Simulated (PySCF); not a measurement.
PySCF input file for ITl, SMILES [I][Tl] (connectivity only; charge and spin as stated), charge +1, multiplicity 2, C-PCM-B3LYP/def2-SVP. Coordinates come from a B3LYP-D3(BJ)/def2-TZVP optimisation. The spin state was assumed, not searched. The def2 effective core potentials stand for the cores of I, Tl; spin–orbit coupling is left out.

```python
import numpy as np
from pyscf import gto, scf, dft
from pyscf.solvent import pcm

mol = gto.M(
    atom='''
    Tl    0.00000000    0.00000000   -1.35233628
    I     0.00000000    0.00000000    2.06677809
    ''',
    basis='def2-SVP',
    ecp={'I': 'def2-svp', 'Tl': 'def2-svp'},
    charge=1,
    spin=1,
    max_memory=1600,
    verbose=3,
)
mf = dft.UKS(mol, xc='b3lyp').density_fit(auxbasis='def2-universal-jkfit')
mf.grids.level = 3
mf.conv_tol = 1e-9
mf.max_cycle = 100
mf.kernel()
fine, coarse = mf.grids, dft.Grids(mol).set(level=1).build(with_non0tab=True)
for _ in range(3):  # follow internal instabilities
    mf.grids = coarse
    mo, _, stable, _ = mf.stability(return_status=True, nroots=4)
    mf.grids = fine
    if stable:
        break
    mf.kernel(mf.make_rdm1(mo, mf.mo_occ))
res = {}
for name, eps in {'water': 78.355, 'chloroform': 4.7113, 'methanol': 32.613}.items():
    s = mf.PCM()
    s.with_solvent.method, s.with_solvent.eps, s.with_solvent.lebedev_order = 'C-PCM', eps, 29
    s.kernel(mf.make_rdm1())
    res[name] = (s.e_tot, eps, s.dip_moment(), s.mo_energy, s.converged)
    print(f'{name}: electrostatic solvation free energy {(s.e_tot - mf.e_tot) * 627.509474:.3f} kcal/mol')
```

Program output:

```

WARN: HOMO -1.2500494768763 >= LUMO -1.25004947687631

converged SCF energy = -470.131216550869  <S^2> = 0.75175411  2S+1 = 2.0017533
<class 'pyscf.df.df_jk.DFUKS'> wavefunction has an internal instability
converged SCF energy = -470.144992363541  <S^2> = 0.75176868  2S+1 = 2.0017679
<class 'pyscf.df.df_jk.DFUKS'> wavefunction is stable in the internal stability analysis

WARN: PCM is an experimental feature. It is still in testing.
Features and APIs may be changed in the future.

converged SCF energy = -470.245374625281  <S^2> = 0.75154115  2S+1 = 2.0015406

WARN: System has nonzero charge 1; the dipole moment is origin-dependent.
Location of origin: [0. 0. 0.]

Dipole moment(X, Y, Z, Debye):  0.00000,  0.00000, -4.45668
water: electrostatic solvation free energy -62.991 kcal/mol

WARN: PCM is an experimental feature. It is still in testing.
Features and APIs may be changed in the future.

converged SCF energy = -470.22464804944  <S^2> = 0.75158406  2S+1 = 2.0015834

WARN: System has nonzero charge 1; the dipole moment is origin-dependent.
Location of origin: [0. 0. 0.]

Dipole moment(X, Y, Z, Debye):  0.00000,  0.00000, -4.12213
chloroform: electrostatic solvation free energy -49.985 kcal/mol

WARN: PCM is an experimental feature. It is still in testing.
Features and APIs may be changed in the future.

converged SCF energy = -470.243503798943  <S^2> = 0.75154489  2S+1 = 2.0015443

WARN: System has nonzero charge 1; the dipole moment is origin-dependent.
Location of origin: [0. 0. 0.]

Dipole moment(X, Y, Z, Debye):  0.00000,  0.00000, -4.42568
methanol: electrostatic solvation free energy -61.817 kcal/mol
```

The calculation finished and met its thresholds.

Cost: roughly 30 core-seconds.
